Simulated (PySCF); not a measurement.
## Polarisability and C₆ of Sb⁺ (antimony, charge +1)

[Kr] 4d10 5s1 5p3, high-spin 5S determinant (an excited configuration). All numbers are calculated (PySCF 2.14, the spin-free X2C one-electron Hamiltonian (Gaussian nucleus), in aug-cc-pwCVTZ-DK3 with one added diffuse shell each of s, p, d, f type (11s10p8d5f1g, 125 functions)). Coupled (time-dependent) response in atomic units; α is the mean over directions.

```json
{"method": "UHF", "mean α (bohr³)": "23.58", "C₆ (like pair)": "192.7", "S(−4)": "136.4"}
{"method": "PBE", "mean α (bohr³)": "24.72", "C₆ (like pair)": "203.7", "S(−4)": "158.1"}
```

S(−4) is the Cauchy moment in α(ω) = α(0) + S(−4) ω² + …

α(iu) at UHF:

| u (hartree) | α(iu) (bohr³) |
| --- | --- |
| 0 | 23.58 |
| 0.0500 | 23.24 |
| 0.100 | 22.30 |
| 0.200 | 19.25 |
| 0.300 | 15.82 |
| 0.500 | 10.44 |
| 0.750 | 6.691 |
| 1.00 | 4.728 |
| 1.50 | 2.873 |
| 2.00 | 2.014 |
| 3.00 | 1.196 |
| 5.00 | 0.5729 |

For an ion, C₆ is the dispersion term alone; charge-induced terms of lower order in 1/R come first.
